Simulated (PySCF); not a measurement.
# Spinor energies of Se(2+) (selenium, charge +2)

Start: [Ar] 3d10 4s2 4p2; 4p1/2 filled at m_j = -1/2, +1/2. Calculated with PySCF 2.14 in x2c-TZVPPall-2c: generalised Hartree-Fock with the X2C-1e Hamiltonian and a Gaussian nucleus; one run each with spin-orbit coupling (SO) switched off, then screened by Boettger's factors.

```tsv
spinor shell	electrons	ε, spin-free (eV)	ε, screened SO (eV)	weight of nominal j (screened SO)	rms radius, screened SO (bohr)
1s1/2	2	-12760.6	-12760.2	1.000	0.0508
2s1/2	2	-1719.3	-1719.2	1.000	0.212
2p1/2	2	-1509.9	-1538.5	1.000	0.187
2p3/2	4	-1509.9	-1496.0	1.000	0.190
3s1/2	2	-273.48	-273.39	1.000	0.612
3p1/2	2	-205.54	-209.90	0.996	0.629
3p3/2	4	-205.54	-203.34	0.998	0.639
3d3/2	4	-93.275	-93.832	0.974	0.693
4s1/2	2	-42.769	-42.738	0.999	1.85
4p1/2	2	-31.370	-31.442	0.593	2.13
```

Where does 3d5/2 lie, and what is the 3d spin-orbit splitting (screened SO)?

At -92.775 eV, 1.056 eV above 3d3/2.

| quantity | spin-free | screened SO |
| --- | --- | --- |
| E (hartree) | -2426.92304 | -2427.04596 |
| M_J | 0 | 0 |
| ⟨J²⟩ | 2.008 | 1.535 |
| ⟨L²⟩ | 2.006 | 2.001 |
| ⟨S²⟩ | 2.002 | 1.974 |

The determinant has a definite M_J but mixes levels of different J.

Each row is a mean over spinors that exchange with the open shell spreads, by up to 5.781 eV (4s1/2).

Rows whose weight is well below 1 are mixtures of j = l ± 1/2: exchange outweighs spin-orbit coupling there, and the label is only the starting occupation.

Without spin-orbit coupling the j labels of p, d and f shells carry no meaning; the spin-free column gives the mean over the occupied spinors of each nl shell.
